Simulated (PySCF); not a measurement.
H3NOSe. Atoms are numbered in the order given.

```xyz
6

Se     0.0789    -0.0027     0.3990
O      0.0000     1.4455    -0.7149
H      0.8829     1.5489    -1.0977
N     -0.3656    -1.4229    -0.6302
H      0.3064    -1.6627    -1.3485
H     -1.3119    -1.3980    -0.9903
```
Charge 0, spin multiplicity 1.

The structure is a stationary point at TPSSh-D3(BJ)/def2-TZVP. The values are those of a single conformer.

These are PBE0/pcSseg-2 (PySCF) values and carry that method's errors.

GIAO shieldings, no solvent; atoms listed in one row are averaged. δ = σ(ref) − σ: ⁷⁷Se against Me2Se (σ = 1739.2 ppm); ¹⁷O against H2O (σ = 327.8 ppm); ¹H against TMS (σ = 31.54 ppm); ¹⁵N against NH3 (σ = 263.3 ppm), references at their B3LYP-D3(BJ)/def2-TZVP geometries, non-relativistic.

Computed chemical shifts:
```tsv
nucleus	atoms	count	δ (ppm)
⁷⁷Se	Se1	1	1442.2
¹⁷O	O2	1	80.6
¹H	H6	1	4.37
¹H	H3	1	4.32
¹H	H5	1	4.12
¹⁵N	N4	1	85.7
```
